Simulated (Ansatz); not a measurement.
`BO[C](=C)[GeH3]` → B• + 2 C• + Ge• + 7 H• + O•  (atomization)

Program: Ansatz. Geometries: PBE0-D4/def2-TZVP. ΔE: electronic, gas phase. CCSD(T)/CBS is the MP2 limit (def2-TZVPP, def2-QZVPP) plus CCSD(T) − MP2 in def2-TZVPP, frozen cores. This one scheme is used for every species, atoms too. DFT in def2-TZVPP. Open shells (•) are unrestricted, without spin–orbit coupling. Spin–orbit coupling would lower the free atoms: a little for B, C, O; clearly for Ge. For Ge outer-core shells are correlated without core-valence functions, so the limit isn't a true one: a few kJ/mol of doubt a bond, and 10 to 20 or more in all where bonds break to atoms. Scalar relativity is left out up to krypton. Each species was taken in one conformer, which may not be the lowest.

```
          level  ΔE (kcal/mol)
        PBE0-D4         1049.1
CCSD/def2-TZVPP         1010.8
 MP2/def2-QZVPP         1052.5
  MP2/CBS(def2)         1061.7
```

(1) What does CCSD(T)/CBS give? (Estimate.)

Largest T1 diagnostic among the species: 0.014.

## Answers

(1) Ansatz gave: +1048.4 kcal/mol. The listed levels differ from it by 0.7, -37.6, 4.1, 13.3 kcal/mol.

The D4 term adds +9.5 kcal/mol with B3LYP and +5.0 kcal/mol with PBE0; it sums over pairs of atoms, weighted by their polarisabilities, and B3LYP, whose exchange is more repulsive, gets the larger term. In def2-TZVPP, CCSD(T) changes the Hartree–Fock value by +251.4 kcal/mol (the triples alone add +15.6 kcal/mol) and MP2 by +264.6 kcal/mol; breaking electron pairs costs correlation energy, which Hartree–Fock lacks. From PBE to PBE0 (25 % exact exchange), in def2-TZVPP and without D4, ΔE moves by −16.4 kcal/mol: exact exchange takes away binding that semilocal exchange gives to molecules.

B3LYP here is the variant with VWN-RPA as its local correlation; programs differ in this.

For atomizations the MP2-based limit and the directly extrapolated one differ by several kJ/mol either way, and by 10 to 25 for some Ge, Se and Sn compounds, so smaller differences from it don't rank the levels.
